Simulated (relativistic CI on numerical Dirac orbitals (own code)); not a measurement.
**Hyperfine structure of In24+, mass number 115**

Calculated at this level of theory: Dirac-Coulomb-Breit CI, orbitals from a KLI potential per configuration, model QED, unscaled Slater integrals (own radial code, finite nucleus).

Configurations in the expansion (outside the closed core [Ne]): 3s²3p⁶3d⁷, 3s²3p⁵3d⁸, 3s²3p⁴3d⁹, 3s3p⁶3d⁸, 3p⁶3d⁹, 3s3p⁵3d⁹, 3s²3p⁶3d⁶4s, 3s²3p⁶3d⁶4p, 3s²3p⁶3d⁶4d, 3s²3p⁴3d⁸4s, 3s²3p⁶3d⁶4f, 3s²3p⁵3d⁷4s, 3s²3p⁴3d⁸4p, 3s²3p⁶3d⁵4s², 3s²3p⁵3d⁷4p, 3s²3p⁶3d⁶5s. Levels of other configurations are missing.

Nuclear spin I = 9/2, μ = 5.5326 μN, Q = 0.772 b (tables of Stone and Pyykkö). The electronic factors are computed for point nuclear moments, without core polarisation or the Bohr-Weisskopf and QED corrections.

| Level | E (eV) | A (MHz) | B (MHz) |
| --- | --- | --- | --- |
| 3s²3p⁶3d⁷ ⁴F9/2 | 0.0000 | 9627 | 4540 |
| 3s²3p⁶3d⁷ ⁴F7/2 | 6.8931 | 10720 | 4070 |
| 3s²3p⁶3d⁷ ⁴F5/2 | 7.5773 | 11280 | 4720 |
| 3s²3p⁶3d⁷ ⁴F3/2 | 11.6090 | 15600 | 9350 |
| 3s²3p⁶3d⁷ ⁴P5/2 | 12.7475 | 5232 | -9680 |
| 3s²3p⁶3d⁷ ²G9/2 | 12.8582 | 12650 | -5080 |
| 3s²3p⁶3d⁷ ⁴P1/2 | 14.7359 | -6275 |  |
| 3s²3p⁶3d⁷ ²H11/2 | 17.1643 | 13930 | -19500 |

Levels with J = 0, under 50 % of one LS term, or S terms without an open s electron are left out. Small factors come from cancelling terms and can be off by tens of per cent or more.

At this charge energies of transitions that change n are usually good to better than 1 %, and those within a shell (Δn = 0) to a few per cent. Terms inside the open d or f shell come out 10 to 20 % too wide with unscaled integrals.

Q: Give the hyperfine levels of 3s²3p⁶3d⁷ ⁴F9/2 relative to its centre of gravity.

A: With K = F(F + 1) − I(I + 1) − J(J + 1), E = AK/2 + B[¾K(K + 1) − I(I + 1)J(J + 1)]/[2I(2I − 1)J(2J − 1)]: F = 0: -236200, F = 1: -226800, F = 2: -208000, F = 3: -179800, F = 4: -142000, F = 5: -94470, F = 6: -37110, F = 7: 30280, F = 8: 107900, F = 9: 196100 MHz.

LS names give the leading component of a level, which can be under half, so a name can repeat, a term be missing and a line seem to break the LS rules.
